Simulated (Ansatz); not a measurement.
BrFHInS, SMILES `[F][In]([SH])[Br]`. The species carries charge 0 and has multiplicity 1. In takes the def2 core potential. All single points use the PBE0-D4/def2-TZVP geometry. It is one conformer, not always the lowest.

```xyz
5

F     0.008    0.634    1.911
In    0.293   -0.351    0.265
S    -0.721    0.521   -1.668
Br    1.664   -2.350    0.462
H    -1.244    1.546   -0.971
```

What is the dipole moment at ωB97M-V/def2-TZVPP? (Best estimate.)

The calculation gave: 1.71 D, with components (-0.57, 0.31, -1.59) D in this frame, pointing from negative to positive charge.

And with PBE, r2SCAN, B3LYP? (An estimate is asked.)

Computed: PBE 1.68 D, r2SCAN 1.70 D, B3LYP 1.78 D.

Give the Mulliken charges with ωB97M-V, r2SCAN, B3LYP in def2-TZVPP. (An estimate is asked.)

The calculation gave: 
```
atom  ωB97M-V  r2SCAN  B3LYP
  F1    -0.47   -0.46  -0.47
 In2     0.90    0.94   0.94
  S3    -0.29   -0.31  -0.30
 Br4    -0.28   -0.30  -0.30
  H5     0.14    0.13   0.13
```

B3LYP here is the variant with VWN-RPA as its local correlation; programs differ in this.
